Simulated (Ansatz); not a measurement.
What each rung costs, and what it gives

Saddle point of AlH2BrF2, singlet (AlBrF₂ ([F][Al]([F])[Br]) + H₂ → AlHF₂ ([F][AlH][F]) + HBr (still joined by a long Al–Br bond); bonds formed: Al1–H6, Br2–H5; bonds broken: H5–H6; bonds weakened to dative contacts: Al1–Br2), PBE0-D4/def2-TZVP structure:

```
6
angstrom
Al -0.5626 -0.2636 0.1159
Br 2.0035 -0.1515 -0.0518
F -1.0708 -1.3449 -1.0061
F -0.9331 -0.4486 1.7016
H 0.9428 0.9377 -0.3584
H -0.3799 1.2708 -0.4013
```

Barriers are electronic and count from the start structure reached by relaxing down the imaginary mode.

Computed with Ansatz 0.2.0 (basis: as named in each row); correlated methods freeze the cores. Filled d shells of the heavier atoms are correlated. The def2 sets are not built for correlating such inner shells, so the correlated values are less sure here. B3LYP uses VWN-RPA correlation. Extrapolation: Hartree–Fock as exp(−7.88 √X), correlation as X^−2.97.

Times are rough, for one single point on 4 threads of a shared host (Arm Neoverse N1).

The estimate by CCSD(T) at an estimated basis limit (MP2 extrapolated from triple and quadruple zeta, plus CCSD(T) − MP2 in triple zeta) is 36.87 kcal/mol.

```
      method       basis  time (s)  barrier (kcal/mol)  method less estimate
          HF      STO-3G   under 1               54.99                 18.12
      PBE-D4      STO-3G   under 1               34.56                 -2.31
       SPW92    def2-SVP   under 1               23.98                -12.89
      PBE-D4    def2-SVP   under 1               27.98                 -8.88
    B3LYP-D4       6-31G         1               36.91                  0.04
       SPW92  def2-TZVPP         1               25.35                -11.51
     PBE0-D4    def2-SVP         1               31.40                 -5.47
     BLYP-D4  def2-TZVPP         2               31.84                 -5.03
      PBE-D4  def2-TZVPP         2               29.64                 -7.23
    BHLYP-D4  def2-TZVPP         3               37.50                  0.63
     PBE0-D4  def2-TZVPP         3               32.63                 -4.24
    B3LYP-D4  def2-TZVPP         3               34.00                 -2.87
     CCSD(T)    def2-SVP         4               35.91                 -0.95
CAM-B3LYP-D4  def2-TZVPP         4               34.88                 -1.99
  RPA on PBE  def2-TZVPP         4               34.52                 -2.35
   r2SCAN-D4  def2-TZVPP         4               32.63                 -4.24
    PBE-QIDH  def2-TZVPP         5               35.75                 -1.12
      B2PLYP  def2-TZVPP         5               35.64                 -1.23
  r2SCAN0-D4  def2-TZVPP         6               34.66                 -2.21
     wB97M-V    def2-SVP         6               33.71                 -3.16
      B97M-V  def2-TZVPP         8               31.94                 -4.93
     wB97X-V  def2-TZVPP         8               35.88                 -0.99
     wB97M-V  def2-TZVPP        10               35.91                 -0.95
         MP2  def2-QZVPP        15               37.55                  0.69
     CCSD(T)  def2-TZVPP        77               36.12                 -0.75
```

All methods are single points on the PBE0-D4 structures.

The T1 diagnostic stays at or below 0.011.

Labels in which every atom is bracketed show which atoms are joined, not bond orders.
